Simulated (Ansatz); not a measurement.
Mulliken charges of C2H4OSi, SMILES `C#C[SiH2]O` from PBE/def2-TZVPP in Ansatz (PBE0-D4/def2-TZVP geometry).

```
atom   x (Å)   y (Å)   z (Å)  charge (e)
  C1  -0.445   0.582  -2.035      -0.043
  C2  -0.112   0.403  -0.889      -0.314
 Si3   0.367   0.129   0.854       0.459
  O4   0.306  -1.464   1.245      -0.350
  H5  -0.733   0.742  -3.049       0.204
  H6  -0.551   0.942   1.690      -0.081
  H7   1.769   0.547   1.058      -0.063
  H8  -0.509  -1.937   1.070       0.189
```

Q: By hand: the dipole of these point charges (1 e Å = 4.8032 D).

A: Σ q r = (-0.197, 0.095, -0.300) e Å, of length 0.371 e Å = 1.78 D.

Q: How does the dipole of the full density compare? (Estimate.)

A: Computed: (-0.272, -0.037, -0.174) e Å, 1.56 D; the point charges give 1.14 times that, at 32° from its direction.

Point charges leave out the atoms' own dipoles, such as those of lone pairs, and Mulliken's split depends on the basis, so the two needn't agree.
